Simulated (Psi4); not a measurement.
A dimer, CH4 ··· C2H3N (SMILES C and CC#N); the first 5 atoms form monomer A.

```
11

C      0.0000     0.0000     0.0000
H     -0.6732    -0.4715    -0.7147
H     -0.3941     0.9758     0.2807
H      0.0843    -0.6263     0.8871
H      0.9829     0.1220    -0.4530
C      2.5685     0.7011     2.8294
C      1.8108    -0.4823     3.2039
N      1.2119    -1.4176     3.5000
H      2.7337     1.3331     3.7022
H      3.5355     0.4129     2.4167
H      2.0234     1.2742     2.0791
```

Q: What interaction energy does SAPT0/jun-cc-pVDZ, frozen core (Psi4 1.11) give, and which attractive term is the largest?

A: Total -0.58 kcal/mol: electrostatics -0.73, exchange 1.44, induction -0.23, dispersion -1.06. The most attractive term is dispersion.
